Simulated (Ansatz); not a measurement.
A thermochemical cycle in electronic energies (no zero-point or thermal terms), species as SMILES, kcal/mol. Each molecule is optimised on its own at B3LYP-D3(BJ)/def2-TZVP (Ansatz, a quantum-chemistry and plane-wave program), one conformer each, not searched for the lowest. Cores are frozen in the correlated levels unless marked. Open shells are spin-unrestricted. No spin-orbit coupling. Frozen are the shells of the preceding noble gas and the d and f shells that filled before the atom's block. No relativistic terms. CBS marks a two-point X^-3 extrapolation of the correlation energy; Hartree-Fock from the larger set. Anions need diffuse functions, of which def2-TZVPD holds fewer than the aug- sets.

| step | CCSD(T)/CBS(aug-cc-pVTZ,aug-cc-pVQZ) (Ansatz) | PBE-D3(BJ)/def2-TZVPD (Ansatz + dftd3) |
|---|---|---|
| bond energy D: NB(Br)Br → [NH]B(Br)Br + H atom | 126.8 | 119.3 |
| deprotonation energy A: NB(Br)Br -> [NH-]B(Br)Br + H+ | 357.8 | 356.4 |
| ionisation of the H atom at the same level, IE | 313.7 | 313.5 |

Question: Find the electron affinity EA, positive where the anion is bound: [NH]B(Br)Br + e- → [NH-]B(Br)Br.

Answer: Breaking the bond, ionising the H atom and attaching the electron to the radical add up to the deprotonation, A = D + IE - EA. At CCSD(T)/CBS(aug-cc-pVTZ,aug-cc-pVQZ): EA = D + IE - A = 126.8 + 313.7 - 357.8 = 82.7. At PBE-D3(BJ)/def2-TZVPD: EA = D + IE - A = 119.3 + 313.5 - 356.4 = 76.4. The functional differs from the first level by -7.5 in D, -6.3 in EA and -1.4 in A; for EA and A the gap mixes functional and basis.
